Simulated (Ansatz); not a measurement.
BiF$_{2}$ (SMILES [F][Bi][F]), doublet, geometry from GFN2-xTB (such geometries of metal compounds can be far from the true shape) (the spin is typed, not shown lowest) (core potentials on Bi); HF/def2-SVP (Ansatz, a first-principles code).

Input for Ansatz:
Ansatz 0.2 input:
```yaml
crystal:
  periodic: [false, false, false]
  atoms:
    - {symbol: Bi, position_ang: [0.21676949, 0.09744039, 0.08784468]}
    - {symbol: F, position_ang: [-1.13429517, 0.71672105, -1.36595467]}
    - {symbol: F, position_ang: [-0.86480123, -1.61533800, 0.55583154]}
basis:
  gaussian:
    orbitals: def2-SVP
hamiltonian:
  xc: hf
magnetization: {spin_polarized: true, initial_magnetization: 1}
```

What the program printed (banner, timings and long lists left out):

```
Functional definition: HF
585 factors; integrals over basis functions are off by at most 2.2e-4 eV
mean field evaluation 1: about -11215.3208 eV, gradient 3.0e1 eV
mean field evaluation 2: about -11215.3337 eV, gradient 3.0e1 eV
mean field evaluation 4: about -11218.7916 eV, gradient 1.5e0 eV
mean field evaluation 8: about -11218.8215 eV, gradient 1.1e-1 eV
mean field -11218.82188538 eV, -412.2840998971 hartree, gradient 1.3e-5 eV, S^2 0.758366; 0 other end points of the search recorded, 0 dependent functions left out
reference -11218.82188538 eV, -412.2840998971 hartree; 21, 20 occupied and 33, 34 virtual orbitals, 585 factors
Total energy: -11218.82188538 eV, -412.2840998971 hartree
```
